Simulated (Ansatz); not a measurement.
One change: `N[SiH2][TeH]` becomes `N[SiH2]F`.

Ansatz, PBE0-D4/def2-TZVP geometries, multiplicity 1. Each molecule was computed in one conformer, which needn't be the lowest.

Elements past krypton have def2 core potentials.

| property | `N[SiH2][TeH]` |
| --- | --- |
| HOMO–LUMO gap (PBE/def2-TZVPP) / eV | 4.12 |
| HOMO–LUMO gap (PBE0/def2-TZVPP) / eV | 5.96 |
| HOMO–LUMO gap (ωB97M-V/def2-TZVPP) / eV | 9.84 |
| size of the dipole moment (B3LYP/def2-TZVPP) / D | 1.68 |
| HOMO energy (PBE/def2-TZVPP) / eV | -5.32 |
| LUMO energy (PBE/def2-TZVPP) / eV | -1.20 |

**Question.** What does the change do to each property? (An estimate is asked.)

**Answer.** Computed: 
| property | `N[SiH2]F` | shift |
| --- | --- | --- |
| HOMO–LUMO gap (PBE/def2-TZVPP) / eV | 6.40 | 2.28 |
| HOMO–LUMO gap (PBE0/def2-TZVPP) / eV | 8.72 | 2.76 |
| HOMO–LUMO gap (ωB97M-V/def2-TZVPP) / eV | 12.61 | 2.77 |
| size of the dipole moment (B3LYP/def2-TZVPP) / D | 1.97 | 0.29 |
| HOMO energy (PBE/def2-TZVPP) / eV | -6.66 | -1.34 |
| LUMO energy (PBE/def2-TZVPP) / eV | -0.26 | 0.94 |

With PBE0 the HOMO falls by 1.80 eV and the LUMO rises by 0.96 eV, so the gap widens by about 2.76 eV. PBE moves the HOMO by -1.34 eV and ωB97M-V by -2.16 eV. The zero-point energy changes by -10.6 kJ/mol with -3 modes. Dipoles are sizes alone; their direction can turn.

B3LYP here is the variant with VWN-RPA as its local correlation; programs differ in this.

Spin–orbit coupling is left out; it splits and shifts lone-pair levels of the heavy atoms by tenths of an eV.
